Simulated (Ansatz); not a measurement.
Species: CH4B, charge 0, multiplicity 2. It need not be the lowest isomer of its formula. 
Coordinates optimised at B3LYP-D3(BJ)/def2-TZVP (Ansatz, a quantum-chemistry and plane-wave program):
SMILES: [BH]C
```xyz
6

B      0.9498    -0.0292    -0.1000
C     -0.5845    -0.0711    -0.0092
H      1.6916     0.7974     0.3331
H     -1.0420     0.9100    -0.1870
H     -1.0796    -0.8178    -0.6312
H     -0.8118    -0.3173     1.0407
```
Charge 0, spin multiplicity 2.

Basis-set convergence of Hartree-Fock and CCSD correlation energies (hartree) with Ansatz. Valence correlation only, unless marked. Open shells are spin-unrestricted. No spin-orbit coupling. No relativistic terms.

```csv
basis,functions,E(HF),"E(corr, CCSD)"
aug-cc-pVDZ,82,-64.81114,-0.24927
aug-cc-pVTZ,184,?,?
```

Question: Complete the blanks.

Answer: 
- aug-cc-pVTZ, E(HF): -64.82806
- aug-cc-pVTZ, E(corr, CCSD): -0.28932
